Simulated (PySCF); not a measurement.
## Arsenic: a sound run and one with changed settings

Sound run: As [Ar] 3d10 4s2 4p3, As⁺ [Ar] 3d10 4s2 4p2. Calculation: PySCF 2.14, in x2c-TZVPall (6s5p4d1f, 48 functions); the spin-free X2C one-electron Hamiltonian (Gaussian nucleus). In the sound run the correlated levels freeze [Ar] 3d10. The sound run starts from symmetry-adapted Hartree-Fock orbitals and uses a fine grid where one is needed.

Changed run: a valence shell is frozen. This setting is unsound on purpose.

```json
{"species": "As", "method": "MP2", "sound run (hartree)": "-2259.08025", "changed run (hartree)": "-2259.02530", "converged": "yes"}
{"species": "As", "method": "CCSD(T)", "sound run (hartree)": "-2259.09684", "changed run (hartree)": "-2259.03016", "converged": "yes"}
{"species": "As⁺", "method": "MP2", "sound run (hartree)": "-2258.71611", "changed run (hartree)": "-2258.66856", "converged": "yes"}
{"species": "As⁺", "method": "CCSD(T)", "sound run (hartree)": "-2258.73266", "changed run (hartree)": "-2258.67046", "converged": "yes"}
```

Ionisation energy of As:

```
 method  sound run (eV)  changed run (eV)
    UHF           9.436             9.436
    MP2           9.909             9.707
SCS-MP2           9.763             9.526
   CCSD           9.879             9.782
CCSD(T)           9.910             9.788
```

Freezing a valence shell removes pair correlation that changes on ionisation.

For comparison, NIST gives 9.789 eV between the lowest levels.
